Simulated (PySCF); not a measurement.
Si(CCH)2(Cl)(H) (C4H3ClSi), SMILES [SiH](Cl)(C#C)C#C.

Geometry optimised at B3LYP-D3(BJ)/def2-SVP.

Two levels are set side by side: PBE/def2-TZVP (PySCF) and r2SCAN/def2-TZVP (PySCF). Same geometry, gas phase. Differences are taken from unrounded values.

| quantity | r2SCAN |
|---|---|
| orbital gap (eV) | 5.56 |
| highest occupied level (eV) | -7.47 |
| lowest empty level (eV) | -1.91 |
| dipole moment (D) | 1.88 |
| mean polarisability (bohr³) | 77.6 |

Problem. What does PBE give, and how far is it from r2SCAN? (The exact figures need the calculation; the answer reports its results.)

Solution. 
| quantity | PBE | PBE minus r2SCAN |
|---|---|---|
| orbital gap (eV) | 5.10 | -0.46 |
| highest occupied level (eV) | -7.23 | 0.24 |
| lowest empty level (eV) | -2.13 | -0.22 |
| dipole moment (D) | 1.77 | -0.11 |
| mean polarisability (bohr³) | 79.6 | 2.0 |

Rough cost on one machine, each run with all the roots and properties that it gave: r2SCAN against PBE about 4 times.
